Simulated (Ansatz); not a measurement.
Consider the formal hydrolysis of the Si–C bond: `S[SiH2][SiH2]CCl` + H₂O → `O[SiH2][SiH2]S` + `CCl`.

Computed with Ansatz on PBE0-D4/def2-TZVP structures; ΔE is electronic, products minus reactants. CBS: MP2 limit from def2 TZ/QZ plus the TZ coupled-cluster correction, frozen cores. This one scheme is used for every species. Functionals use def2-TZVPP. Each species was taken in one conformer, which may not be the lowest.

```
           species  PBE energy (Eh)
`S[SiH2][SiH2]CCl`      -1479.05909
               H₂O        -76.38007
  `O[SiH2][SiH2]S`      -1055.58221
             `CCl`       -499.89082
```

**Question.** Work out ΔE.

**Answer.** ΔE = (-1055.58221) + (-499.89082) − (-1479.05909) − (-76.38007) = -0.03387 Eh = -88.9 kJ/mol. CCSD(T)/CBS gives -89.3 kJ/mol.

Largest T1 diagnostic among the species: 0.012.

The D4 term adds +5.3 kJ/mol with B3LYP and +3.1 kJ/mol with PBE0; it sums over pairs of atoms, weighted by their polarisabilities, and B3LYP, whose exchange is more repulsive, gets the larger term. In def2-TZVPP, CCSD(T) changes the Hartree–Fock value by +20.9 kJ/mol (the triples alone add +2.7 kJ/mol) and MP2 by +20.5 kJ/mol.

B3LYP here is the variant with VWN-RPA as its local correlation; programs differ in this.
